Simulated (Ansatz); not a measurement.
Consider the formal exchange of groups at the Si–C bond: `O[SiH2]C(O)[SiH3]` + `ClC1=CB1` → `[SiH3]C1=C(Cl)B1` + `OC[SiH2]O`.

Isolated molecules relaxed with PBE0-D4/def2-TZVP in Ansatz; ΔE leaves out vibrations. CCSD(T)/CBS is the MP2 limit (def2-TZVPP, def2-QZVPP) plus CCSD(T) − MP2 in def2-TZVPP, frozen cores. DFT in def2-TZVPP. Each species was taken in one conformer, which may not be the lowest.

```
         level  ΔE (kJ/mol)
       ωB97M-V        -21.3
          PBE0        -25.3
 HF/def2-QZVPP        -30.4
CCSD/CBS(def2)        -24.4
```

(1) What does CCSD(T)/CBS give? (Estimate.)

Largest T1 diagnostic among the species: 0.012.

Results:

(1) Computed: -23.9 kJ/mol. The listed levels differ from it by 2.6, -1.4, -6.5, -0.5 kJ/mol.

The D4 term adds +3.1 kJ/mol with B3LYP and +1.6 kJ/mol with PBE0; it sums over pairs of atoms, weighted by their polarisabilities, and B3LYP, whose exchange is more repulsive, gets the larger term. In def2-TZVPP, CCSD(T) changes the Hartree–Fock value by +6.4 kJ/mol (the triples alone add +0.5 kJ/mol) and MP2 by +4.7 kJ/mol.

B3LYP here is the variant with VWN-RPA as its local correlation; programs differ in this.
